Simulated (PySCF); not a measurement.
These are PySCF with PBE-D3(BJ)/def2-TZVP // PBE0-D4/def2-TZVP values and carry that method's errors. All species are isolated molecules in the gas phase. Excitations are Tamm–Dancoff values on a coarser integration grid. The basis has no diffuse functions, so Rydberg states are missing or too high.

Reference species (SMILES): `CCC#N` (neutral, multiplicity 1).

* **S1 excitation (TDA)**: 7.60 eV
* **HOMO**: -7.95 eV
* **dipole moment**: 4.03 D
* **HOMO–LUMO gap**: 7.52 eV

Changed species: `N=C=CC`.

### Question
Predict the effect on the S1 excitation (TDA), HOMO, dipole moment and HOMO–LUMO gap.

### Answer
the S1 excitation (TDA) drops by 3.21 eV, to 4.39 eV; the HOMO goes up by 2.64 eV, to -5.31 eV; the dipole moment decreases by 2.46 D, to 1.57 D; the HOMO–LUMO gap drops by 3.32 eV, to 4.20 eV.
